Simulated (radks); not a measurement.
All-electron atom: Ag+ in [Kr] 4d10 (the NIST ground configuration). All-electron calculation, scalar-relativistic Kohn-Sham, LDA (Slater exchange, Perdew-Wang correlation), spin-unpolarised, spherical densities, finite nucleus; Fermi nuclear charge, rms radius 4.5454 fm; hard spherical wall at 12 bohr. Program: a radial shooting solver on a logarithmic mesh with Libxc functionals.

Unscreened Slater integrals over Kohn-Sham orbitals (eV). Empty in this configuration: 5s.

integral     value
F0(4d,4d)   17.906
F2(4d,4d)   8.7170
F4(4d,4d)   5.6359
F0(4d,4p)   20.522
F2(4d,4p)   9.8756
G1(4d,4p)   12.358
G3(4d,4p)   7.5013
F0(4d,4s)   21.172
G2(4d,4s)   8.9897
F0(4d,3d)   24.710
F2(4d,3d)   4.5772
F4(4d,3d)   1.9902
G0(4d,3d)   1.4191
G2(4d,3d)   1.6393
G4(4d,3d)   1.2458
F0(4d,5s)   10.781
G2(4d,5s)   1.9056
F0(4p,4p)   24.481
F2(4p,4p)   12.776
F0(4p,4s)   25.569
G1(4p,4s)   17.297
F0(4p,3d)   31.830
F2(4p,3d)   7.5104
G1(4p,3d)   2.3791
G3(4p,3d)   2.3213
F0(4p,5s)   11.210
G1(4p,5s)  0.65491
F0(4s,4s)   26.828
F0(4s,3d)   34.282
G2(4s,3d)   2.7859
F0(4s,5s)   11.298
G0(4s,5s)  0.42501
F0(3d,3d)   71.496
F2(3d,3d)   35.567
F4(3d,3d)   22.676
F0(3d,5s)   11.875
G2(3d,5s)  0.21692
F0(5s,5s)   8.8443
